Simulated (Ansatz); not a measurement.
Reactions of CH₅BS (`BSC`).

Gas-phase electronic energies from Ansatz, PBE0-D4/def2-TZVP geometries. CCSD(T)/CBS is the MP2 limit (def2-TZVPP, def2-QZVPP) plus CCSD(T) − MP2 in def2-TZVPP, frozen cores. This one scheme is used for every species. DFT in def2-TZVPP. def2 core potentials past Kr. For Te outer-core shells are correlated without core-valence functions, which leaves a few kJ/mol of doubt a bond. Each species was taken in one conformer, which may not be the lowest.

```tsv
reaction	ωB97X-V (kJ/mol)	CCSD/CBS(def2) (kJ/mol)
`BSC` + `CO[SiH2][AlH2]` → `[BH2][AlH2]` + `CO[SiH2]SC`	59	56
`BSC` + `[SiH3][Al]([Cl])[Cl]` → `CSB[SiH3]` + `[Cl][AlH][Cl]`	21	21
`BSC` + `CC(O)F` → `BOC(C)F` + CH₃SH	-31	-32
`BSC` + `[TeH]C1=NC1` → `CSB[TeH]` + `C1=NC1`	-66	-71
`BSC` + `[SiH3]CS` → `B[SiH2]CS` + CH₃SH	131	130
```

**Question.** Give the CCSD(T)/CBS values in the same order. (Best estimate.)

**Answer.** The calculation gave: 59, 20, -29, -70, 134 kJ/mol.

Largest T1 diagnostic: 0.015, for `CSB[SiH3]`.
